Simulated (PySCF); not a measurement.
An unknown is described by computed data only.

Formula: C5H11FO.

- NMR, other nuclei: isotropic shieldings of nuclei other than C and H, by class: 307 (1 O), 380 (1 F) ppm [GIAO PBE0/pcSseg-1]
- Dipole: 0.93 D [PBE0/pcSseg-1]
- 13C NMR: chemical shifts (computed TMS as zero) by class: 103.0 (1 C), 81.4 (1 C), 61.4 (1 C), 30.2 (1 C), 12.7 (1 C) ppm [GIAO PBE0/pcSseg-1]
- Rotational structure: rotational constants A, B, C: 5.974, 1.344, 1.191 GHz [GFN2-xTB]
- 1H NMR: chemical shifts (computed TMS as zero) by class: 4.65 (1 H), 3.76 (1 H), 3.64 (3 H), 3.55 (1 H), 1.52 (1 H), 1.19 (1 H), 1.17 (3 H) ppm [GIAO PBE0/pcSseg-1]

Electronic properties: PySCF, gas phase, density fitting. Levels stand in brackets. The structure is a single GFN2-xTB conformer in the gas phase; no vibrational or solvent corrections. NMR classes are plain means over equivalent atoms (diastereotopic ones count apart unless rotation or inversion swaps them), as if these changed places fast.

Task: Propose a structure and show how it fits.

Result: Numbering: `[CH3:1][CH2:2][C@H:3]([F:4])[CH2:5][O:6][CH3:7]`. Its formula, C5H11FO, gives 0 degrees of unsaturation, so no ring and no π bond. 5 carbons fall into 5 classes; from least to most shielded: sp3 C–F carbon [C3] (103.0 ppm), sp3 carbon bound to oxygen [C5] (81.4 ppm), methoxy carbon [C7] (61.4 ppm), chain CH2 carbon [C2] (30.2 ppm), methyl carbon [C1] (12.7 ppm). Hydrogen classes from least to most shielded: 1 H on an sp3 C–F carbon, C3 (4.65 ppm), 1 H on an sp3 carbon bound to oxygen, C5 (3.76 ppm), 3 H on a methoxy carbon, C7 (3.64 ppm, a mean of values up to 0.7 ppm apart in this geometry), 1 H on an sp3 carbon bound to oxygen, C5 (3.55 ppm), 1 H on a chain CH2 carbon, C2 (1.52 ppm), 1 H on a chain CH2 carbon, C2 (1.19 ppm), 3 H on a methyl carbon, C1 (1.17 ppm, a mean of values up to 0.6 ppm apart in this geometry). The other shieldings belong to: 307 ppm, ether oxygen [O6]; 380 ppm, alkyl fluorine [F4]. The optimised geometry has point group C1 and is an asymmetric top. Structure: `CC[C@H](F)COC`. Computed isomers that give other values at the same levels: `CC(C)O[C@H](C)F` (rotational constant A: 4.472 GHz; this holds for the one conformer computed); `CCOCCCF` (13C chemical shifts (computed TMS as zero) by class: 82.4 (1 C), 71.1 (1 C), 69.5 (1 C), 36.5 (1 C), 18.0 (1 C) ppm); `COC(C)(C)CF` (13C chemical shifts (computed TMS as zero) by class: 96.3 (1 C), 77.6 (1 C), 55.1 (1 C), 23.6 (2 C) ppm). The assignments are read from this structure; whether some other isomer fits the data as well wasn't checked. The mirror image fits equally.

Conformer computed: `[CH3:1][CH2:2][C@H:3]([F:4])[CH2:5][O:6][CH3:7]`: C1–C2–C3–F4 -61°, C2–C3–C5–O6 -155°, C3–C5–O6–C7 -73°.
